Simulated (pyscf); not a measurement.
H₂N–B=O (SMILES NB=O), singlet

Gas-phase minimum from PySCF at ωB97X-D3(BJ)/def2-SVP, one conformer. 

```xyz
5

N     -0.1628     0.1749    -0.7810
B      0.8584     0.5157     0.0964
O      1.7508     0.8137     0.8632
H     -1.0986     0.5470    -0.6918
H     -0.0213    -0.4617    -1.5537
```

Bond lengths (Å): N1–B2 1.389, N1–H4 1.011, N1–H5 1.011, B2–O3 1.214. Bond angles (°): B2–N1–H4 122.3, B2–N1–H5 122.3, H4–N1–H5 115.4, N1–B2–O3 180.0.

Properties at ωB97X-D3(BJ)/def2-SVP:

```
Property                                                                                                                                                              Result
---------------------------------------------------------------------------------------------------------------------  -----------------------------------------------------
Harmonic wavenumbers, unscaled                                                                                         131, 392, 501, 934, 1009, 1540, 2127, 3663, 3768 cm⁻¹
Zero-point energy                                                                                                                                              20.1 kcal/mol
Rotational symmetry number                                                                                                                                                 2
Entropy of this conformer at 298 K and 1 atm, rigid rotor and harmonic oscillator, modes under 100 cm⁻¹ raised to 100                                        253.9 J/(mol K)
Dipole moment                                                                                                                                                         4.44 D
```

Single-point totals, which compare only within one level (frozen core for MP2 and CC):

```csv
level,total energy (hartree)
ωB97X-D3(BJ)/def2-TZVP,-156.21578
PBE/def2-TZVP,-155.98981
r²SCAN/def2-TZVP,-156.08825
B3LYP-D3(BJ)/def2-TZVP,-156.18580
PBE0-D3(BJ)/def2-TZVP,-155.99387
M06-2X/def2-TZVP,-156.11394
ωB97M-D3(BJ)/def2-TZVP,-156.21831
HF/def2-TZVPP,-155.31051
MP2/def2-TZVPP,-155.84398
CCSD/def2-TZVPP,-155.85069
CCSD(T)/def2-TZVPP,-155.87300
```

Soft torsions are taken as harmonic, which can shift the entropy by several J/(mol K). The CCSD(T) − MP2 part came from Ansatz, without density fitting, on the same reference.
